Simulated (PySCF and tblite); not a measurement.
Results of a calculation; reference values are marked as such.
C9H13F2N, numbered as in [CH3:1][CH:2]([CH3:3])[c:4]1[cH:5][cH:6][n:7]([CH2:8][CH:9]([F:10])[F:11])[cH:12]1.

Geometries GFN2-xTB; weights from PBE0-D3(BJ)/6-31G* energies and GFN2-xTB thermal corrections, with symmetry numbers and mirror pairs. Conformers within 2.5 kcal/mol (GFN2-xTB free energy) were kept, 4 at most. Run with PySCF (density fitting) and tblite.

An NOE distance is ⟨r⁻⁶⟩^(−1/6) over all pairs of like atoms and, for the average, over conformers.

Torsions listed: C1–C2–C4–C5, C6–N7–C8–C9, N7–C8–C9–F10. Of a mirror pair one member is shown.

```csv
conformer,shape,weight %
1,"63°, 93°, 78°",37.5
2,"61°, 84°, 165°",34.7
3,"-116°, 93°, 78°",14.8
4,"-117°, -85°, 79°",13.0
```

Task: Which H–H contacts under 3.5 Å would NOEs report (pairs on one atom left out) at 298.15 K?

Result: 
| pair | in 1 (Å) | in 2 (Å) | in 3 (Å) | in 4 (Å) | average (Å) |
| --- | --- | --- | --- | --- | --- |
| H1/H3 ··· H2 | 2.60 | 2.60 | 2.60 | 2.59 | 2.60 |
| H5 ··· H6 | 2.69 | 2.69 | 2.70 | 2.70 | 2.69 |
| H2 ··· H12 | 2.65 | 2.65 | 4.01 | 4.01 | 2.78 |
| H6 ··· H8 | 2.77 | 2.84 | 2.76 | 2.84 | 2.80 |
| H8 ··· H9 | 2.80 | 2.79 | 2.80 | 2.80 | 2.80 |
| H8 ··· H12 | 2.87 | 2.78 | 2.86 | 2.78 | 2.82 |
| H2 ··· H5 | 3.99 | 3.99 | 2.60 | 2.60 | 3.12 |
| H1/H3 ··· H5 | 3.07 | 3.07 | 4.28 | 4.28 | 3.21 |
| H9 ··· H12 | 3.79 | 3.16 | 3.79 | 3.14 | 3.39 |
| H6 ··· H9 | 3.25 | 3.87 | 3.24 | 3.87 | 3.46 |

Longer pairs under the limit may be missing.

Task: In a model where alignment follows shape alone (order matrix 0.001 × (3G/tr G − 1)/2, G the second moments of the atom positions; splitting J + 2D), what are the one-bond C–H dipolar couplings D?

Result: H1/H3 -0.9 Hz (-0.6 in conformer 1), H2 5.7 Hz (7.0 in conformer 1), H5 -0.2 Hz (-1.5 in conformer 1), H6 -1.9 Hz (-0.4 in conformer 1), H8 4.1 Hz (4.6 in conformer 1), H9 3.3 Hz (6.0 in conformer 1), H12 7.0 Hz (7.0 in conformer 1).


Conformer gaps in 6-31G* on xTB geometries can be 2 kcal/mol off for S=O, P=O and other polar bonds.